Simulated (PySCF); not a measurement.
SMILES Oc1ccc(-c2ccccc2)cc1 (C₁₂H₁₀O) (GFN2-xTB optimised geometry):

```
23

O     -4.571    -0.029     0.005
C     -3.211     0.004    -0.019
C     -2.505     0.902    -0.810
C     -1.124     0.901    -0.800
C     -0.415     0.001    -0.009
C      1.055     0.000    -0.004
C      1.766    -1.198     0.000
C      3.148    -1.198     0.000
C      3.845    -0.001     0.000
C      3.150     1.196    -0.001
C      1.767     1.198    -0.005
C     -1.134    -0.898     0.777
C     -2.513    -0.898     0.779
H     -4.925     0.646    -0.586
H     -3.043     1.602    -1.438
H     -0.589     1.594    -1.432
H      1.228    -2.135    -0.018
H      3.685    -2.136    -0.003
H      4.925    -0.002     0.001
H      3.688     2.133     0.003
H      1.231     2.136     0.011
H     -0.604    -1.591     1.413
H     -3.072    -1.587     1.392
```

Method: PySCF with PBE0/def2-SVP.

What are the frontier orbital energies and the dipole moment?

HOMO-2 -7.43 eV, HOMO-1 -7.28 eV, HOMO -6.12 eV, LUMO -0.55 eV, LUMO+1 -0.20 eV; dipole moment 1.40 D.

Meta-Löwdin charges at PBE0/def2-SVP: O1 -0.44, C2 0.22, C3 -0.17, C4 -0.10, C5 -0.02, C6 0.01, C7 -0.12, C8 -0.10, C9 -0.11, C10 -0.10, C11 -0.12, C12 -0.10, C13 -0.14, H14 0.33, H15 0.10, H16 0.11, H17 0.11, H18 0.11, H19 0.11, H20 0.11, H21 0.11, H22 0.11, H23 0.12.
